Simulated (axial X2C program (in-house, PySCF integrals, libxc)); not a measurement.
# Low determinants of SrP⁻ at the PBE0 level, without spin–orbit coupling

Computed with an in-house relativistic program for diatomic molecules. Spin-free means the one-electron spin-free X2C Hamiltonian. Basis: Sr dyall-acv3z [14s13p9d6f1g], P dyall-av3z [9s8p3d2f] (cores contracted in-house); Gaussian nuclei, density fitting, unrestricted open shells. Masses: Sr 87.906 u, P 30.974 u.

Search at 2.770 Å (vertical energies from the lowest determinant):

| ΔE (eV) | state | electrons beyond evenly filled partner blocks | electrons in σ, π, δ, φ |
| --- | --- | --- | --- |
| 0.00 | M_S = 1, Λ = 1 | σα, π+α, π+β, π-α | 27 23 4 0 |
| 0.08 | M_S = 0, Λ = 1 | σβ, π+α, π+β, π-α | 27 23 4 0 |
| 0.24 | M_S = 1, Λ = 0 | π+α, π-α | 28 22 4 0 |
| 0.43 | M_S = 0, Λ = 0 | closed shell | 26 24 4 0 |
| 0.50 | M_S = 1, Λ = 0 | 2 × σα | 26 24 4 0 |
| 0.95 | M_S = 2, Λ = 1 | σα, 2 × π+α, π-α | 27 23 4 0 |
| 1.08 | M_S = 1, Λ = 2 | 2 × π+α, π+β, π-α | 26 24 4 0 |

Lowest determinant, M_S = 1, Λ = 1 (beyond evenly filled blocks: σα, π+α, π+β, π-α): Re = 2.756 Å, ωe = 252.9 cm⁻¹.

The determinant in row 2 of the search, M_S = 0, Λ = 1 (beyond evenly filled blocks: σβ, π+α, π+β, π-α), was followed along the bond at PBE0; measured from the minimum of the lowest determinant it gives:

Te = 0.077 eV (621 cm⁻¹), Re = 2.734 Å, ωe = 270.8 cm⁻¹.

Problem. Compare the bond of the determinant in row 2 with that of the lowest one.

Solution. At PBE0 its Re is 0.022 Å shorter and its force constant, which goes as ωe², is 1.15 times that of the lowest determinant. This determinant mixes spin states, so it has no term energy of its own.

The search compares states at one distance, so a state with another bond length can lie lower; it is not exhaustive and yields mostly the lowest determinant of each block pattern, so other components and higher states of one pattern are missing. These are energies of single determinants, not of spin-adapted states; PBE0 term energies can be off by some tenths of an eV, and the functional has no current term. The lowest determinant need not be the ground state where others lie within half an eV. For an anion, determinants above electron detachment are held by the basis set. The highest occupied level of some functionals is positive through self-interaction error; at Hartree–Fock it is bound. Row 2 is spin-contaminated (⟨S²⟩ = 1.02 against 0.00), so its values are not those of a pure state.
